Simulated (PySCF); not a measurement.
PbF2, SMILES [F][Pb][F] (connectivity only; charge and spin as stated), neutral, multiplicity 1. Geometry optimised at PBE-D3(BJ)/def2-TZVP. The def2 effective core potentials stand for the cores of Pb; spin–orbit coupling is left out.

These are PBE-D3(BJ)/def2-TZVP in PySCF 2.14.0 values and carry that method's errors.

Harmonic wavenumbers (cm⁻¹): 150, 501, 518. Rotational constants (GHz): 8.439, 5.526, 3.339; symmetry number 2.

Work out the zero-point energy and the ideal-gas rigid-rotor harmonic-oscillator thermochemistry at 298.15 K and 1 atm.

ZPE = ½ Σ hcν = ½ × 1170 cm⁻¹ = 7.00 kJ/mol. H − E(el) = 19.74 kJ/mol. Entropy in J/(mol K): translation 177.37, rotation 99.41, vibration 16.48, total 293.26. G − E(el) = -67.70 kJ/mol. Cp = 51.50 J/(mol K).
